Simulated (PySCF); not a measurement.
# The second ionisation energy along the alkaline earths

All values are computed (PySCF 2.14, energy differences of UHF-based or UKS calculations, no spin-orbit coupling). Values in eV. The last column holds reference values (NIST; (s) semi-empirical, (t) theoretical, else measured). Unmarked ones compare directly (S terms, centres of terms, or small fine structure); those marked * lie between the lowest fine-structure levels and include a spin-orbit shift.

```csv
element,configurations,UHF,MP2 (valence and next inner shell),CCSD (valence and next inner shell),LDA,PBE,PBE0,reference
"Be (aug-cc-pCVTZ-DK with one added diffuse shell each of s, p, d, f type, spin-free X2C)",[He] 2s1 → 1s2,18.129,18.187,18.194,18.254,18.494,18.455,18.211
"Ca (aug-cc-pwCVTZ-X2C with one added diffuse shell each of s, p, d, f type, spin-free X2C)",[Ar] 4s1 → [Ar],11.357,11.826,11.801,12.165,12.035,11.920,11.872
"Sr (aug-cc-pwCVTZ-X2C with one added diffuse shell each of s, p, d, f type, spin-free X2C)",[Kr] 5s1 → [Kr],10.446,10.966,10.938,11.365,11.191,11.063,11.030
"Ba (aug-cc-pwCVTZ-X2C with one added diffuse shell each of s, p, d, f type, spin-free X2C)",[Xe] 6s1 → [Xe],9.368,9.905,n/a,10.318,10.132,10.002,10.004
```

Task: Fill in the row of Mg (aug-cc-pCVTZ-DK with one added diffuse shell each of s, p, d, f type, spin-free X2C) ([Ne] 3s1 → [Ne]).

Result: UHF 14.745; MP2 (valence and next inner shell) 14.951; CCSD (valence and next inner shell) 14.955; LDA 15.372; PBE 15.358; PBE0 15.254; reference 15.035 (eV).

"Valence" correlates the outer s and p shells and, in groups 3 to 12 and the f block, the outer d or f shell, open or full, or the next shell where the ion has no valence electron left; the wider scheme adds the next inner shell.
